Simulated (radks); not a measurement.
Task: Species: Tb5+. Configuration: [Kr] 4d10 4f7 5s2 5p5 (the NIST ground configuration). All-electron calculation, Dirac Kohn-Sham, LB94 model potential, spin-unpolarised, spherical densities, finite nucleus; open shells fill j = l - 1/2 first; Fermi nuclear charge, rms radius 5.06 fm. Program: a radial shooting solver on a logarithmic mesh with Libxc functionals. Some entries of the table are withheld. Estimate them.

orbital,occ.,eigenvalue (eV),<1/r> (bohr^-1)
1s1/2,2,-52069.03,(1)
2s1/2,2,-8707.665,17.50
2p1/2,2,-8287.350,(2)
2p3/2,4,-7534.165,(3)
3s1/2,2,-2001.043,(4)
3p1/2,2,-1815.999,6.301
3p3/2,4,-1660.973,5.766
3d3/2,4,-1340.000,(5)
3d5/2,6,-1306.060,(6)
4s1/2,2,-457.4678,2.665
4p1/2,2,-385.1487,2.564
4p3/2,4,-350.5317,2.377
4d3/2,4,(7),2.171
4d5/2,6,(8),2.125
5s1/2,2,-117.2436,1.078
5p1/2,2,-95.6309,0.9768
5p3/2,3,-89.8264,0.9138
4f5/2,6,-81.4447,1.674
4f7/2,1,-80.4804,1.657

Result: 
(1) 1s1/2 <1/r> (bohr^-1): 73.16
(2) 2p1/2 <1/r> (bohr^-1): 17.50
(3) 2p3/2 <1/r> (bohr^-1): 15.39
(4) 3s1/2 <1/r> (bohr^-1): 6.375
(5) 3d3/2 <1/r> (bohr^-1): 5.652
(6) 3d5/2 <1/r> (bohr^-1): 5.520
(7) 4d3/2 eigenvalue (eV): -230.7806
(8) 4d5/2 eigenvalue (eV): -224.4307
